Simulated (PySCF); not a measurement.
Gas-phase equilibrium of 1 mol H2O, 1.5 mol O2 at 1200 K and 0.100 bar, among 9 species (O2, O, HO2, H2O, H, H2O2, O3, H2, OH). Only gases are allowed; each row takes one source of thermochemistry for all species, and Cantera finds the minimum.

Computed with PySCF and rigid-rotor harmonic-oscillator thermochemistry at 1 bar. 'Table' is the NASA 1993 thermochemical table (part measured, part estimated). † marks an energy on the PBE0/def2-TZVP geometry and frequencies; other levels use their own. MP2 freezes the core. 6-31G* has spherical d functions here. Open shells (unrestricted) among the columns below: O2 (multiplicity 3), O (multiplicity 3, electronic degeneracy 9), H (multiplicity 2), OH (multiplicity 2, electronic degeneracy 4); the rest are closed-shell singlets. Spin-orbit splitting is ignored; it lowers the true energy and changes the entropy of O, OH. MP2 isn't extrapolated to the basis-set limit. The harmonic model lacks anharmonicity and excited electronic states, which grow with temperature; levels with a mode under 35 cm⁻¹ are left out. The table's entry may be an old estimate for OH (not checked at source).

Molecules larger than those listed are left out.

Mole fractions:

```json
[
 {"thermochemistry": "table", "x O": "6.1e-8", "x O2": "0.60", "x H2O": "0.40", "x OH": "1.4e-5", "x H2": "2.1e-8", "x H": "9.0e-11"},
 {"thermochemistry": "HF/6-31G*", "x O": "0.73", "x O2": "0.0022", "x H2O": "0.23", "x OH": "0.042", "x H2": "0.00018", "x H": "3.2e-6"},
 {"thermochemistry": "MP2/def2-SVP†", "x O": "8.2e-8", "x O2": "0.60", "x H2O": "0.40", "x OH": "8.1e-6", "x H2": "3.0e-7", "x H": "3.7e-9"},
 {"thermochemistry": "MP2/def2-TZVPP†", "x O": "2.5e-8", "x O2": "0.60", "x H2O": "0.40", "x OH": "4.7e-6", "x H2": "1.4e-8", "x H": "2.7e-10"},
 {"thermochemistry": "PBE/def2-SVP", "x O": "1.9e-10", "x O2": "0.60", "x H2O": "0.40", "x OH": "1.9e-6", "x H2": "5.1e-6", "x H": "5.9e-9"},
 {"thermochemistry": "PBE0/def2-QZVP†", "x O": "3.1e-8", "x O2": "0.60", "x H2O": "0.40", "x OH": "2.2e-5", "x H2": "6.5e-8", "x H": "4.8e-10"},
 {"thermochemistry": "PBE0/def2-TZVP", "x O": "3.0e-8", "x O2": "0.60", "x H2O": "0.40", "x OH": "2.2e-5", "x H2": "2.2e-7", "x H": "9.2e-10"}
]
```
The most sensitive of these is O: it spans a factor of 10^9.6 over these rows; at this temperature one factor of ten is RT ln 10 = 23 kJ/mol.
